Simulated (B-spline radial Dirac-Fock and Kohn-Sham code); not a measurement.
# K-line shifts caused by a second vacancy in Lu⁴²⁺

System: lutetium as Lu⁴²⁺, 1s2 2s2 2p6 3s2 3p6 3d10 4s1.

Method: ΔSCF Dirac-Fock with Breit, self-energy and vacuum polarisation, finite nucleus, configuration average. Computed with an atomic code on a B-spline grid. Each two-hole energy is an average over J within one jj subconfiguration, not an observable level; in light atoms, where LS coupling holds, the j-resolved values are not observed lines, and for a K spectator the Kα1 hypersatellite is nearly forbidden. No correlation.

Lines without a spectator: Kα2 (K-L2) 52997.1 eV, Kα1 (K-L3) 54107.2 eV, Kβ3 (K-M2) 61191.4 eV, Kβ1 (K-M3) 61442.3 eV. Shifts in eV with one spectator hole (a dash: not computed, or left out as unreliable):

```tsv
spectator hole	Kα2	Kα1	Kβ3	Kβ1
K (1s)	+927.0	+991.0	+1201.9	+1217.5
L2 (2p1/2)	+117.6	+156.7	–	+306.2
L3 (2p3/2)	+92.7	+100.5	+237.4	–
M2 (3p1/2)	–	+26.50	+55.3	+65.0
M3 (3p3/2)	+15.70	–	+49.4	+50.3
M4 (3d3/2)	+6.36	+3.00	–	–
M5 (3d5/2)	+0.90	+5.12	–	–
```
